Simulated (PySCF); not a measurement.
³³S chemical shifts

[PySCF: geometry from GFN2-xTB; NMR shieldings at PBE0/pcSseg-1/GIAO; isolated molecule; one averaged value for each set of equivalent atoms; relativity neglected; a single conformation]

Shieldings were converted by a linear fit to measured shifts: ³³S (scatter 33.3 ppm rms vs sulfate, solution or neat liquid). A few per cent of atoms miss by over 2 rms, more outside the fitted compound classes.

Question: Give the ³³S shifts of `CS[Si@@H](O)O[C@@H]1[SiH2][C@H]1C`, `C[Si@@H](/C=C\[S@@](C)=O)O[SiH3]`, `C[SiH2]CS[Si@@H](O)C(C)=O`.

Answer: 
```tsv
compound	environment	δ (ppm)
CS[Si@@H](O)O[C@@H]1[SiH2][C@H]1C	sulfur bonded to C, Si	-464
C[Si@@H](/C=C\[S@@](C)=O)O[SiH3]	sulfoxide sulfur	-13
C[SiH2]CS[Si@@H](O)C(C)=O	sulfur bonded to C, Si	-444
```

Question: Match the shifts 16, -360, -449, -508 ppm to `CS[Si@@H](O)O[C@H]1[SiH2][C@@H]1C`, `C=C([Si@@H](O)C[SiH3])[S@@](C)=O`, `CO[Si@@H](O)/C=C/[SiH2]SC`, `CS[C@@H]1CCO[Si@@H]1O[SiH3]`.

Answer: 16: C=C([Si@@H](O)C[SiH3])[S@@](C)=O (sulfoxide sulfur); -360: CS[C@@H]1CCO[Si@@H]1O[SiH3] (sulfide sulfur); -449: CS[Si@@H](O)O[C@H]1[SiH2][C@@H]1C (sulfur bonded to C, Si); -508: CO[Si@@H](O)/C=C/[SiH2]SC (sulfur bonded to C, Si).
